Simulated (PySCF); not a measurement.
phosphorus nitride (NP), SMILES N#P.

Geometry: r2SCAN-D4/def2-TZVPD.

Calculation: TDDFT-PBE0/def2-TZVPD in PySCF.

Vertical excitations; the highest root listed may be one member of a degenerate set. Isolated molecule, no solvent. State labels are in the subgroup C2v.

Computed UV-visible absorptions:
```
state  symmetry  energy (eV)  λ (nm)      f                                              main pairs
-----  --------  -----------  ------  -----  ------------------------------------------------------
S1           A2         4.72     263  0.000                    HOMO−2→LUMO+1 50 %, HOMO−1→LUMO 50 %
S2           B2         5.02     247  0.003                            HOMO→LUMO+1 (degenerate set)
S3           B1         5.02     247  0.003                              HOMO→LUMO (degenerate set)
S4           A1         5.13     241  0.000             HOMO−1→LUMO+1, HOMO−2→LUMO (degenerate set)
S5           A2         5.13     241  0.000             HOMO−1→LUMO, HOMO−2→LUMO+1 (degenerate set)
S6           A1         7.72     161  0.068  HOMO→LUMO+2 34 %, HOMO−2→LUMO 30 %, HOMO−1→LUMO+1 30 %
S7           B2         8.73     142  0.067                          HOMO−1→LUMO+2 (degenerate set)
S8           B1         8.73     142  0.067                          HOMO−2→LUMO+2 (degenerate set)
S9           A1         9.15     135  0.086                      HOMO→LUMO+3 48 %, HOMO→LUMO+2 41 %
S10          B1         9.37     132  0.063                                      HOMO−2→LUMO+3 99 %
T1           A1         3.45     359      0                    HOMO−1→LUMO+1 49 %, HOMO−2→LUMO 49 %
T2           B2         3.88     319      0                            HOMO→LUMO+1 (degenerate set)
T3           B1         3.88     319      0                              HOMO→LUMO (degenerate set)
T4           A2         3.93     315      0                    HOMO−2→LUMO+1 49 %, HOMO−1→LUMO 49 %
```
Triplets are in the Tamm–Dancoff approximation, which puts them higher than full response would, so one can lie above its singlet here.
